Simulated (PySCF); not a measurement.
# SMILES C[C@@H]1OCCO[C@@H]1F, C$_{5}$H$_{9}$FO$_{2}$

Geometry:
```csv
atom,x (Å),y (Å),z (Å)
C1,2.114,0.520,0.468
C2,0.751,0.403,-0.194
O3,-0.211,0.991,0.657
C4,-1.514,0.862,0.134
C5,-1.858,-0.610,-0.073
O6,-0.908,-1.212,-0.952
C7,0.384,-1.062,-0.503
F8,0.573,-1.836,0.629
H9,2.109,-0.024,1.408
H10,2.323,1.567,0.670
H11,2.884,0.114,-0.182
H12,0.742,0.928,-1.168
H13,-1.586,1.397,-0.827
H14,-2.183,1.322,0.863
H15,-2.826,-0.733,-0.556
H16,-1.847,-1.136,0.890
H17,1.045,-1.480,-1.274
```

Method: PySCF 2.14.0, TDDFT BHandHLYP/def2-SVPD circular dichroism and optical rotation, one conformer, gas phase. Geometry: GFN2-xTB.

States above about 8.9 eV lie in this functional's continuum (it starts at minus the energy of the highest occupied orbital, well below the true ionisation energy for most functionals) and depend on the basis.

Problem. Draw the ECD and absorption spectra from the lowest 12 states, each a Gaussian of half-width 0.3 eV at 1/e height.

Solution. 
```csv
E (eV),λ (nm),Δε (L mol⁻¹ cm⁻¹),ε (L mol⁻¹ cm⁻¹)
7.23,172,+0.47,63.1
7.38,168,+1.95,260
7.53,165,+4.88,652
7.68,161,+7.54,1010
7.83,158,+7.83,1040
7.98,155,+8.13,1100
8.13,153,+12.11,1780
8.28,150,+15.81,2900
8.43,147,+10.82,3630
8.58,145,-1.70,3540
8.73,142,-12.74,2790
8.88,140,-21.14,1940
9.03,137,-30.28,1670
9.18,135,-32.62,1890
9.33,133,-19.09,2050
9.48,131,+4.06,1970
9.63,129,+24.55,1890
```
Δε uses R in velocity form, ε uses f in length form. Only the states computed contribute, so the short-wavelength end is incomplete.
